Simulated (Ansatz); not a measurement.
Cost and result for the atomization energy of AlB2FH2OS (`[F][Al]1[BH]O[B]1S`) (8 atoms, 8 bonds).

Cartesian coordinates in Å:
```
F -2.0749 0.8547 2.4301
Al -1.0895 0.2376 1.2599
B -0.3374 -1.4983 0.2710
O 0.4210 -0.6582 -0.5297
B 0.2913 0.7197 -0.2775
S 1.1913 1.9340 -1.2114
H -0.2527 -2.6760 0.0851
H 1.8508 1.0865 -2.0274
```

Charge 0, multiplicity 1. All single points use the PBE0-D4/def2-TZVP geometry. It is one conformer, not always the lowest. Program: Ansatz. All runs use 4 threads of an Arm Neoverse V1 on a shared host. Times are those of one run each, without the atoms' runs, and a repeat can differ threefold. Electronic energies, without spin–orbit coupling; frozen cores. CCSD(T)/CBS adds CCSD(T) − MP2 in def2-TZVPP to the MP2 limit, and its time is that of the two runs behind it. T1 = 0.016. B3LYP takes the VWN-RPA correlation (the form of Gaussian; ORCA's B3LYP/G). HSE06 is the plane-wave form, built on full-range PBE exchange.

CCSD(T)/CBS is a level of theory with its own doubt, some kJ/mol a heavy atom from the limit and from the frozen cores, so smaller differences don't rank the functionals.

| level | functions | wall time |
| --- | --- | --- |
| LDA (SPW92)/def2-TZVPP | 236 | 1.4 s |
| BLYP-D4/def2-TZVPP | 236 | 2.2 s |
| PBE0-D4/def2-TZVPP | 236 | 3 s |
| HSE06-D4/def2-TZVPP | 236 | 3.2 s |
| CCSD(T)/def2-SVP | 102 | 3.6 s |
| B3LYP-D4/def2-TZVPP (with forces) | 236 | 4.4 s |
| B2PLYP/def2-TZVPP | 236 | 5.5 s |
| ωB97X-V/def2-TZVPP | 236 | 7.5 s |
| B97M-V/def2-TZVPP | 236 | 8 s |
| ωB97M-V/def2-TZVPP (with forces) | 236 | 11 s |
| MP2/def2-QZVPP | 428 | 17 s |
| CCSD(T)/def2-TZVPP | 236 | 100 s |
| CCSD(T)/CBS(def2) | – | 120 s |

Task: What atomization energy does each give, and how far from CCSD(T)/CBS? (An estimate is asked.)

Result: Ansatz gave: 
| level | atomization (kcal/mol) | difference from CCSD(T)/CBS | per bond |
| --- | --- | --- | --- |
| LDA (SPW92)/def2-TZVPP | 861.2 | 123.8 | 15.5 |
| BLYP-D4/def2-TZVPP | 739.2 | 1.8 | 0.2 |
| PBE0-D4/def2-TZVPP | 742.3 | 4.9 | 0.6 |
| HSE06-D4/def2-TZVPP | 742.9 | 5.5 | 0.7 |
| CCSD(T)/def2-SVP | 697.9 | -39.5 | -4.9 |
| B3LYP-D4/def2-TZVPP (with forces) | 735.9 | -1.5 | -0.2 |
| B2PLYP/def2-TZVPP | 731.8 | -5.6 | -0.7 |
| ωB97X-V/def2-TZVPP | 743.2 | 5.8 | 0.7 |
| B97M-V/def2-TZVPP | 747.7 | 10.3 | 1.3 |
| ωB97M-V/def2-TZVPP (with forces) | 744.6 | 7.2 | 0.9 |
| MP2/def2-QZVPP | 759.6 | 22.2 | 2.8 |
| CCSD(T)/def2-TZVPP | 716.3 | -21.1 | -2.6 |
| CCSD(T)/CBS(def2) | 737.4 | 0.0 | 0.0 |

In def2-TZVPP, CCSD(T) changes the Hartree–Fock value by +176.4 kcal/mol (the triples alone add +15.7 kcal/mol) and MP2 by +207.2 kcal/mol; breaking electron pairs costs correlation energy, which Hartree–Fock lacks. Leaving LDA and LC-ωPBE aside and taking each functional with its dispersion term where it has one, the values, not all of them listed here, spread over 52.6 kcal/mol, from BHLYP-D4 to PBE-D4. LDA lies +103.6 kcal/mol from PBE without D4, its usual overbinding. The D4 term adds +7.5 kcal/mol with B3LYP and +3.9 kcal/mol with PBE0; it sums over pairs of atoms, weighted by their polarisabilities, and B3LYP, whose exchange is more repulsive, gets the larger term.
